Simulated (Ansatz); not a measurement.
Reaction (formal exchange of groups at the Si–S bond): `F[SiH2][S][AlH2]` + `[F][GeH2][Cl]` → `F[SiH2][GeH]([F])[Cl]` + `[AlH2][SH]`

Calculated with Ansatz (gas phase, PBE0-D4/def2-TZVP geometries, no zero-point term in ΔE). CBS: MP2 limit from def2 TZ/QZ plus the TZ coupled-cluster correction, frozen cores. This one scheme is used for every species. Functionals use def2-TZVPP. B3LYP here is the variant with VWN-RPA as its local correlation; programs differ in this. For Ge outer-core shells are correlated without core-valence functions, which leaves a few kJ/mol of doubt a bond. Scalar relativity is left out up to krypton. Each species was taken in one conformer, which may not be the lowest.

Q: Is it downhill or uphill in electronic energy at CCSD(T)/CBS, and by how much? (Best estimate.)

A: Computed: Uphill: ΔE = +17.0 kcal/mol.

Q: What do these levels give: ωB97M-V, B3LYP, HF/def2-TZVPP, MP2/def2-TZVPP, CCSD/def2-TZVPP, SCS-MP2/def2-QZVPP? (Estimate.)

A: The calculation gave: ωB97M-V 17.1, B3LYP 14.5, HF/def2-TZVPP 17.7, MP2/def2-TZVPP 18.8, CCSD/def2-TZVPP 16.5, SCS-MP2/def2-QZVPP 18.3 kcal/mol.

Largest T1 diagnostic among the species: 0.012.

From PBE to PBE0 (25 % exact exchange), in def2-TZVPP and without D4, ΔE moves by +1.6 kcal/mol.
